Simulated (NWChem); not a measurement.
System: CH4OZn; SMILES [CH3][Zn][OH]

NWChem printed, in part:

```
             Northwest Computational Chemistry Package (NWChem) 7.3.0
             --------------------------------------------------------

                             Geometry "geometry" -> ""
                             -------------------------

 Output coordinates in angstroms (scale by  1.889725989 to convert to a.u.)

  No.       Tag          Charge          X              Y              Z
 ---- ---------------- ---------- -------------- -------------- --------------
    1 Zn                  30.0000     0.01699300     0.04412900     0.00697000
    2 C                    6.0000    -0.00367300    -1.88336200    -0.00940700
    3 H                    1.0000     0.94690100    -2.28994300    -0.38871700
    4 H                    1.0000    -0.81157500    -2.25888200    -0.65718500
    5 H                    1.0000    -0.16592000    -2.28974300     1.00114200
    6 O                    8.0000    -0.08364900     1.81819100    -0.02730700
    7 H                    1.0000     0.69024400     2.29372300     0.28770000

 Effective nuclear repulsion energy (a.u.)     171.2226376070

                              NWChem Property Module
                              ----------------------

                                 NWChem DFT Module
                                 -----------------

 Summary of "ao basis" -> "ao basis" (spherical)
 ------------------------------------------------------------------------------
       Tag                 Description            Shells   Functions and Types
 ---------------- ------------------------------  ------  ---------------------
 Zn                        def2-svpd                12       34   5s4p2d1f
 C                         def2-svpd                 8       20   4s2p2d
 H                         def2-svpd                 4        8   2s2p
 O                         def2-svpd                 9       23   4s3p2d

            General Information
            -------------------
          SCF calculation type: DFT
          Wavefunction type:  closed shell.
          No. of atoms     :     7
          No. of electrons :    48
           Alpha electrons :    24
            Beta electrons :    24
          Charge           :     0
          Spin multiplicity:     1
          Use of symmetry is: off; symmetry adaption is: off
          Maximum number of iterations: 150
          AO basis - number of functions:   109
                     number of shells:    45
          Convergence on energy requested:  1.00D-06
          Convergence on density requested:  1.00D-05
          Convergence on gradient requested:  5.00D-04

              XC Information
              --------------
                         B3LYP Method XC Potential
                     Hartree-Fock (Exact) Exchange  0.200
                        Slater Exchange Functional  0.800 local
                    Becke 1988 Exchange Functional  0.720 non-local
              Lee-Yang-Parr Correlation Functional  0.810
                  VWN I RPA Correlation Functional  0.190 local

             Grid Information
             ----------------
          Grid used for XC integration:  medium
          Radial quadrature: Mura-Knowles
          Angular quadrature: Lebedev.
          Tag              B.-S. Rad. Rad. Pts. Rad. Cut. Ang. Pts.
          ---              ---------- --------- --------- ---------
          Zn                  1.35      112          10.0       590
          C                   0.70       49          12.0       434
          H                   0.35       45          12.0       434
          O                   0.60       49          12.0       434
          Grid pruning is: on
          Number of quadrature shells:   390
          Spatial weights used:  Erf1

      Superposition of Atomic Density Guess
      -------------------------------------

 Sum of atomic energies:       -1891.87806216

      Non-variational initial energy
      ------------------------------

 Total energy =   -1892.806180
 1-e energy   =   -2980.067304
 2-e energy   =     916.038486
 HOMO         =      -0.373542
 LUMO         =      -0.036569

   convergence    iter        energy       DeltaE   RMS-Dens  Diis-err
 ---------------- ----- ----------------- --------- --------- ---------
 d= 0,ls=0.0,diis     1  -1894.7843876157 -2.07D+03  1.92D-02  7.26D-01
 d= 0,ls=0.0,diis     2  -1894.4541439512  3.30D-01  9.68D-03  3.96D+00
 d= 0,ls=0.0,diis     3  -1894.8759087826 -4.22D-01  1.55D-03  2.40D-02
 d= 0,ls=0.0,diis     4  -1894.8769859726 -1.08D-03  7.89D-04  1.49D-02
 d= 0,ls=0.0,diis     5  -1894.8783999870 -1.41D-03  1.27D-04  3.46D-04
  Resetting Diis
 d= 0,ls=0.0,diis     6  -1894.8784230357 -2.30D-05  5.00D-05  2.66D-05
 d= 0,ls=0.0,diis     7  -1894.8784258027 -2.77D-06  3.87D-05  4.42D-06
 d= 0,ls=0.0,diis     8  -1894.8784252137  5.89D-07  2.24D-05  1.21D-05
 d= 0,ls=0.0,diis     9  -1894.8784261467 -9.33D-07  1.51D-06  5.43D-08

         Total DFT energy =    -1894.878426146737
      One electron energy =    -2979.956907150946
           Coulomb energy =     1000.511405010295
    Exchange-Corr. energy =      -86.655561613054
 Nuclear repulsion energy =      171.222637606967

 Numeric. integr. density =       48.000003632551

                       DFT Final Molecular Orbital Analysis
                       ------------------------------------

[...]

 DFT Linear Response polarizability / au
 Frequency  =       0.0000000 / au
              X              Y              Z
 -----------------------------------------------
 X      35.5215254      0.1699234      0.0241764
 Y       0.1699164     56.2740412      0.1571615
 Z       0.0241838      0.1571653     35.4652746
 -----------------------------------------------
 Eigenvalues =      35.5282931     56.2766222     35.4559259
 Isotropic   =      42.4202804
 Anisotropic =      20.7846072
 -----------------------------------------------

 Magnetic Dipole Response Matrix (nonzero elements):

 Exiting AOResponse driver routine
```

Level: B3LYP/def2-SVPD. Coordinates come from a PBE0/def2-SVP optimisation.

Problem. Write an input that gives this output.

Solution. One answer among several that fit: the input that was run:
```
start job
memory heap 200 mb stack 900 mb global 1100 mb
geometry units angstroms noautosym nocenter noautoz
  Zn     0.016993     0.044129     0.006970
  C     -0.003673    -1.883362    -0.009407
  H      0.946901    -2.289943    -0.388717
  H     -0.811575    -2.258882    -0.657185
  H     -0.165920    -2.289743     1.001142
  O     -0.083649     1.818191    -0.027307
  H      0.690244     2.293723     0.287700
end
basis spherical
  * library def2-svpd
end
dft
  xc b3lyp
  iterations 150
end
property
  response 1 0.0
end
task dft property
```
